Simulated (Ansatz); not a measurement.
## Which level was it?

C2HBF2 has 6 atoms, charge 0, and is taken as a singlet. SMILES: `C#CB(F)F`. The coordinates come from a PBE0-D4/def2-TZVP relaxation.

```xyz
6

C    -0.8837    0.4508    1.2534
C    -0.2186    0.1062    0.3117
B     0.6220   -0.3292   -0.8784
F     0.1536   -1.1795   -1.7666
F     1.8417    0.1317   -1.0541
H    -1.4730    0.7560    2.0879
```

Orbital energies are those of the mean-field step.

A calculation with Ansatz 0.2.0 gave:

```json
{"total energy": "-301.4062 Eh", "HOMO energy": "-8.20 eV", "LUMO energy": "-1.20 eV", "HOMO–LUMO gap": "7.00 eV"}
```

Which of these levels gave the numbers?
A. wB97X/def2-SVPD
B. B3LYP/6-31G* (Cartesian functions)
C. SVWN5/def2-SVPD
D. CCSD(T)/def2-SVPD

B. The others give -300.4857 Eh (CCSD(T)/def2-SVPD), -298.9543 Eh (SVWN5/def2-SVPD), -301.1203 Eh (wB97X/def2-SVPD).
